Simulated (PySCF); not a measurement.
TaF₄, SMILES [F][Ta+]([F])([F])[F], charge +1, multiplicity 1.

Coordinates come from a PBE-D3(BJ)/def2-SVP optimisation. The multiplicity is an assumed one; other spin states were not compared. The isomer is the one that the SMILES or the coordinates give; other isomers of the formula were not compared. The def2 effective core potentials stand for the cores of Ta; spin–orbit coupling is left out.

Level of theory: PBE-D3(BJ)/def2-SVP in PySCF.

Frequencies are harmonic and unscaled.

Modes within 1.5 cm⁻¹ of each other (mostly degenerate sets) share a row, with their intensities summed.

Computed vibrational spectrum:
```tsv
mode	ν (cm⁻¹)	IR (km/mol)	moving atoms (share of kinetic energy)
1–3	166	36.1	F 84 %, Ta 16 %
4–5	189	0.0	F 100 %
6	763	0.0	F 100 %
7–9	771	281.8	F 86 %, Ta 14 %
```
